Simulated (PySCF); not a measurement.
Sn(Cl)(OH)(NH2)2 (ClH5N2OSn), SMILES [NH2][Sn]([NH2])([OH])[Cl].

The structure is a stationary point at PBE-D3(BJ)/def2-SVP. The def2 effective core potentials stand for the cores of Sn; spin–orbit coupling is left out. Other conformers were not sampled.

Two levels are set side by side: PBE/def2-TZVP (PySCF) and M06-2X/def2-TZVP (PySCF). Same geometry, gas phase. Differences are taken from unrounded values.

```csv
quantity,M06-2X,PBE,PBE minus M06-2X
orbital gap (eV),8.87,4.05,-4.82
highest occupied level (eV),-9.58,-6.69,2.89
lowest empty level (eV),-0.71,-2.64,-1.93
dipole moment (D),1.85,1.85,-0.01
mean polarisability (bohr³),68.7,74.2,5.5
```

PBE's occupied levels lie high since its potential decays too fast outside the molecule; exact exchange lowers them and widens the gap. PBE's more diffuse valence density responds more strongly to a field. Differences between two approximate levels are no errors against the true value.

Rough cost on one machine, each run with all the roots and properties that it gave: M06-2X against PBE about 3 times.
